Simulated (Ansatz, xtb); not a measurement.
**C3H2F2N2: which of two isomers lies lower**

Structure X: `Fc1cc(F)[nH]n1`, a singlet. Structure Y: `Fc1c[nH]nc1F`, a singlet. Both are isolated molecules in the gas phase, relaxed with PBE-D3(BJ)/def2-SVP.

Question: Which of the two would you expect CCSD(T)/def2-SVP + ΔMP2/def2-TZVPP electronic energies to favour?

Answer: Structure X; the calculation gives E(Y) − E(X) = +5.0 kcal/mol.

How the difference moves with the method:

| level | geometry | E(Y) − E(X) (kcal/mol) | departure from the last row (kcal/mol) | job, with rough time for the two |
| --- | --- | --- | --- | --- |
| GFN2-xTB | GFN2-xTB | +3.9 | −1.0 | optimisation, 0.13 s |
| HF/STO-3G | GFN2-xTB | +4.9 | 0.0 | single point, 0.42 s |
| r2SCAN-D4/def2-SVP | GFN2-xTB | +5.7 | +0.7 | single point, 3 s |
| PBE-D3(BJ)/def2-SVP | PBE-D3(BJ)/def2-SVP | +4.9 | 0.0 | optimisation, 15 s |
| HF/def2-SVP | PBE-D3(BJ)/def2-SVP | +7.1 | +2.1 | part of the CCSD(T) run |
| MP2/def2-SVP | PBE-D3(BJ)/def2-SVP | +5.3 | +0.4 | part of the CCSD(T) run |
| CCSD(T)/def2-SVP | PBE-D3(BJ)/def2-SVP | +5.5 | +0.5 | single point |
| CCSD(T)/def2-SVP + ΔMP2/def2-TZVPP | PBE-D3(BJ)/def2-SVP | +5.0 |  | single point, 36 s |

As drawn, both hold the same kinds of bond in the same numbers.

None of the levels shown reverses the order. The largest departure from CCSD(T)/def2-SVP + ΔMP2/def2-TZVPP is that of HF/def2-SVP, 2.1 kcal/mol. The last row adds to CCSD(T) the change of the MP2 difference between the two basis sets, here −0.5 kcal/mol.

With harmonic frequencies from PBE-D3(BJ)/def2-SVP (ideal gas, rigid rotor, one conformer each, 298.15 K, 1 atm): the zero-point term adds +0.1 kcal/mol; ΔH is +5.1 and ΔG +5.0 kcal/mol.

The correlated steps freeze 7 core orbitals. Run with Ansatz 0.2.0, xtb 6.7.1; the last row on 2 threads of Intel(R) Xeon(R) 6975P-C (Granite Rapids) on a shared host.
